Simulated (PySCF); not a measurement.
Species: C5H11ClGe2.
Atom-mapped SMILES: `[Cl:1][C@@H:2]1[CH:3]=[CH:4][CH2:5][C@H:6]1[GeH2:7][GeH3:8]` (hydrogens: H9 on C2; H10 on C3; H11 on C4; H12, H13 on C5; H14 on C6; H15, H16 on Ge7; H17, H18, H19 on Ge8)

Level of theory: PBE0-D3(BJ)/def2-SVP geometry optimisation, gas phase in PySCF 2.14.0.

Q: List the bond lengths, angles and torsions at this level.

A: 
```json
{"bond": "Cl1–C2", "length (Å)": "1.831", "order": "single"}
{"bond": "C2–C3", "length (Å)": "1.496", "order": "single"}
{"bond": "C3=C4", "length (Å)": "1.338", "order": "double"}
{"bond": "C4–C5", "length (Å)": "1.500", "order": "single"}
{"bond": "C5–C6", "length (Å)": "1.539", "order": "single"}
{"bond": "C6–Ge7", "length (Å)": "1.980", "order": "single"}
{"bond": "Ge7–Ge8", "length (Å)": "2.425", "order": "single"}
{"bond": "C2–C6", "length (Å)": "1.529", "order": "single"}
{"bond": "C2–H9", "length (Å)": "1.099", "order": "single"}
{"bond": "C3–H10", "length (Å)": "1.091", "order": "single"}
{"bond": "C4–H11", "length (Å)": "1.093", "order": "single"}
{"bond": "C5–H12", "length (Å)": "1.103", "order": "single"}
{"bond": "C5–H13", "length (Å)": "1.106", "order": "single"}
{"bond": "C6–H14", "length (Å)": "1.099", "order": "single"}
{"bond": "Ge7–H15", "length (Å)": "1.544", "order": "single"}
{"bond": "Ge7–H16", "length (Å)": "1.543", "order": "single"}
{"bond": "Ge8–H17, Ge8–H18, Ge8–H19", "length (Å)": "1.541", "order": "single"}
```

Bonds in one row agree within 0.01 Å and their mean is given. Orders are formal, as drawn. A selection of angles:
```json
{"angle": "Cl1–C2–C3", "degrees": "108.9"}
{"angle": "Cl1–C2–C6", "degrees": "111.4"}
{"angle": "C3–C2–C6", "degrees": "103.5"}
{"angle": "C2–C3–C4", "degrees": "110.9"}
{"angle": "C3–C4–C5", "degrees": "111.8"}
{"angle": "C4–C5–C6", "degrees": "102.7"}
{"angle": "C5–C6–Ge7", "degrees": "110.6"}
{"angle": "C2–C6–C5", "degrees": "104.6"}
{"angle": "C2–C6–Ge7", "degrees": "109.9"}
{"angle": "C6–Ge7–Ge8", "degrees": "110.6"}
```

Dihedral angles: Cl1–C2–C3–C4 -102° (anticlinal); C2–C3–C4–C5 -1° (synperiplanar); C3–C4–C5–C6 -15° (synperiplanar); C4–C5–C6–Ge7 -94° (anticlinal); C5–C6–Ge7–Ge8 56° (synclinal); Cl1–C2–C6–C5 92° (anticlinal).

Ge7 (germanium bonded to C, Ge and 2 H) is tetrahedral (angles from 108.1° to 110.6°). Ge8 (germanium bonded to Ge and 3 H) is tetrahedral (angles from 108.5° to 110.5°). The 5-membered ring C2–C3–C4–C5–C6 has internal angles of 102.7° to 111.8°; it is puckered, 0.11 Å rms from its mean plane, widest ring torsion 24°. The C–C distances run from 1.338 Å (C3=C4, drawn double) to 1.539 Å (C5–C6, drawn single), a spread of 0.201 Å.

Point group: C1 (no symmetry element, even within 0.4 Å). No frequency check. One conformer, not necessarily the lowest.

Hardware: Arm Neoverse V2, one thread (shared host). Cost: 2.1 min of wall time, 0.97 GiB resident at most. That covers the optimisation of the geometry.
